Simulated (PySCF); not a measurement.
C₆H₉B.
Atom-mapped SMILES: `[CH2:1]=[CH:2][B:3]([CH:4]=[CH2:5])[CH:6]=[CH2:7]` (hydrogens: H8, H9 on C1; H10 on C2; H11 on C4; H12, H13 on C5; H14 on C6; H15, H16 on C7)

Level of theory: TDDFT CAM-B3LYP/def2-SVPD, vertical, gas phase, core orbitals frozen in the response in PySCF 2.14.0, density-fitted response routines. Geometry: PBE0-D3(BJ)/def2-SVP, one conformer, isolated molecule. Torsions of this conformer, `[CH2:1]=[CH:2][B:3]([CH:4]=[CH2:5])[CH:6]=[CH2:7]`: C1–C2–B3–C4 5°, C2–B3–C4–C5 -176°, C2–B3–C6–C7 4°.

```
state  E (eV)  λ (nm)       f  main configurations (H = HOMO, L = LUMO)
   S1    5.17   239.7   0.057          H-3/H-2→L (≥77%), H-1/H→L (≥13%)
   S2    5.18   239.6   0.051          H-3/H-2→L (≥79%), H-1/H→L (≥13%)
   S3    5.24   236.7   0.267           H-1/H→L (≥82%), H-3/H-2→L (≥9%)
   S4    5.24   236.6   0.258          H-1/H→L (≥78%), H-3/H-2→L (≥11%)
   S5    6.49   191.0  0.0003                               H-4→L (96%)
```

The lowest singlet level (S1/S2) comes at 240 nm (499 kJ/mol) in the ultraviolet; it is of moderate strength. The strongest level in the table is S3/S4 at 5.24 eV (237 nm, f = 0.524 summed). S1/S2 and S3/S4 lie within about 0.01 eV of each other in each set. Löwdin shares by element: HOMO (one of a set within 0.03 eV) carbon 71% or more (atoms not listed hold the other 29%); LUMO carbon 40% or more, boron 23% (atoms not listed hold the other 37%). Of the 5 states listed, 4 reach f = 0.01 and 1 stays under 0.0005. The listed states span 1.32 eV, and the widest gap between neighbours is 1.25 eV (S4 to S5). The oscillator strengths of these states sum to 0.633; summed over the whole spectrum of an exact calculation they would give the number of electrons, 50 (Thomas–Reiche–Kuhn). Orbitals of the list HOMO-3 to LUMO+2 that lie within 0.01 eV of each other are written together with a slash and their weights summed (≥ marks a lower bound); for degenerate orbitals outside that list single weights are arbitrary. The window holds the lowest 6 singlets. The highest level found (6.99 eV, f 0.0002 so far) is left out, since the window may have cut off a degenerate partner.

Time: 34 s wall. Hardware: one thread, Arm Neoverse V2, no GPU, on a shared host.
